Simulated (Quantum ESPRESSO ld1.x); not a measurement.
Values are calculated unless marked as measured or tabulated.
Task: All-electron atom: F2+ in [He] 2s2 2p3 (the NIST ground configuration). Code: ld1.x of Quantum ESPRESSO 7.5. Model: scalar-relativistic Kohn-Sham, LDA (Slater exchange, Perdew-Wang correlation), spin-polarised, spherical densities, point nucleus; open shells are filled with parallel spins first. Some entries of the table are withheld. Estimate them.

orbital  occ.  eigenvalue (eV)  <r> (bohr)  <1/r> (bohr^-1)
1s up       1         -706.138      0.1774            8.579
1s down     1         -702.839      0.1767            8.606
2s up       1         -69.9507      0.9135            1.598
2s down     1         -63.1522      0.9428            1.543
2p up       3         -51.5963      0.8802            1.495
2p down     0         -44.4266      0.9317            1.431
3s up       0              (1)       2.862           0.4874
3s down     0              (2)       3.007           0.4624
3p up       0              (3)       3.214           0.4280
3p down     0              (4)       3.429           0.4039
3d up       0          -7.6276       3.784           0.3233
3d down     0          -7.2268       4.087           0.2959

Result: 
(1) 3s up eigenvalue (eV): -15.4798
(2) 3s down eigenvalue (eV): -14.5304
(3) 3p up eigenvalue (eV): -11.8012
(4) 3p down eigenvalue (eV): -10.9950
